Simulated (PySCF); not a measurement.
B(OH)2(SeH) (BH₃O₂Se), SMILES B(O)(O)[SeH]. Atoms are numbered in the order given.

```xyz
7

B     -0.0069     0.9773     0.0000
O      1.1441     1.7260     0.0000
H      1.9620     1.2012     0.0000
O     -1.2198     1.6038     0.0000
H     -1.1044     2.5733     0.0000
Se     0.0360    -1.0055     0.0000
H     -1.4414    -1.1125     0.0000
```
Charge 0, spin multiplicity 1.

The structure is a stationary point at PBE-D3(BJ)/def2-SVP. One conformer was computed; it need not be the lowest.

Method: TDDFT-CAM-B3LYP/def2-SVPD run with PySCF 2.14.0.

Vertical excitations. The molecule is in vacuum. State labels are in the subgroup Cs.

Computed excitation energies, oscillator strengths and character:
```json
[
 {"state": "S1", "symmetry": "A\"", "energy (eV)": "5.25", "λ (nm)": "236", "f": "0.009", "main pairs": "HOMO→LUMO 61 %, HOMO→LUMO+1 23 %"},
 {"state": "S2", "symmetry": "A\"", "energy (eV)": "6.22", "λ (nm)": "199", "f": "0.045", "main pairs": "HOMO→LUMO+1 49 %, HOMO→LUMO 29 %, HOMO→LUMO+3 11 %"},
 {"state": "S3", "symmetry": "A\"", "energy (eV)": "6.89", "λ (nm)": "180", "f": "0.002", "main pairs": "HOMO→LUMO+2 77 %"},
 {"state": "S4", "symmetry": "A'", "energy (eV)": "6.94", "λ (nm)": "179", "f": "0.128", "main pairs": "HOMO→LUMO+4 61 %, HOMO→LUMO+5 26 %"},
 {"state": "S5", "symmetry": "A\"", "energy (eV)": "7.31", "λ (nm)": "170", "f": "0.001", "main pairs": "HOMO→LUMO+3 70 %, HOMO→LUMO+1 15 %, HOMO→LUMO+2 11 %"},
 {"state": "S6", "symmetry": "A'", "energy (eV)": "7.52", "λ (nm)": "165", "f": "0.017", "main pairs": "HOMO−1→LUMO 78 %"},
 {"state": "S7", "symmetry": "A'", "energy (eV)": "7.84", "λ (nm)": "158", "f": "0.012", "main pairs": "HOMO→LUMO+5 62 %, HOMO→LUMO+4 31 %"},
 {"state": "S8", "symmetry": "A\"", "energy (eV)": "8.01", "λ (nm)": "155", "f": "0.002", "main pairs": "HOMO→LUMO+6 72 %"},
 {"state": "S9", "symmetry": "A\"", "energy (eV)": "8.24", "λ (nm)": "150", "f": "0.101", "main pairs": "HOMO→LUMO+7 53 %, HOMO−1→LUMO+5 15 %, HOMO−1→LUMO+4 14 %"},
 {"state": "S10", "symmetry": "A\"", "energy (eV)": "8.31", "λ (nm)": "149", "f": "0.001", "main pairs": "HOMO−2→LUMO 74 %"},
 {"state": "T1", "symmetry": "A\"", "energy (eV)": "4.87", "λ (nm)": "254", "f": "0", "main pairs": "HOMO→LUMO 52 %, HOMO→LUMO+1 25 %, HOMO→LUMO+2 10 %"},
 {"state": "T2", "symmetry": "A\"", "energy (eV)": "5.97", "λ (nm)": "208", "f": "0", "main pairs": "HOMO→LUMO+1 40 %, HOMO→LUMO 32 %, HOMO→LUMO+3 11 %"},
 {"state": "T3", "symmetry": "A'", "energy (eV)": "6.18", "λ (nm)": "200", "f": "0", "main pairs": "HOMO→LUMO+5 51 %, HOMO→LUMO+4 45 %"},
 {"state": "T4", "symmetry": "A'", "energy (eV)": "6.75", "λ (nm)": "184", "f": "0", "main pairs": "HOMO−1→LUMO 41 %, HOMO−1→LUMO+1 28 %, HOMO−1→LUMO+3 9 %, HOMO−1→LUMO+2 7 %"}
]
```
Triplets are in the Tamm–Dancoff approximation, which puts them higher than full response would, so one can lie above its singlet here.
